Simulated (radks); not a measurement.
Removal energies from the gadolinium ion Gd4+, [Xe] 4f6, by Delta-SCF beside the eigenvalue of the level emptied. Calculated with a radial shooting solver on a logarithmic mesh with Libxc functionals: scalar-relativistic Kohn-Sham, PBEsol, spin-polarised, spherical densities, finite nucleus; Fermi nuclear charge, rms radius of each element as measured or else 0.836 A^(1/3) + 0.57 fm. Open shells are filled with parallel spins first.

removed from    final configuration  Delta-SCF (eV)  -eigenvalue (eV)
4f                         [Xe] 4f5          66.488            55.576
5p            [Kr] 4d10 4f6 5s2 5p5          72.955            66.048
5s            [Kr] 4d10 4f6 5s1 5p6          97.236            89.613
4d             [Kr] 4d9 4f6 5s2 5p6          202.12            190.42
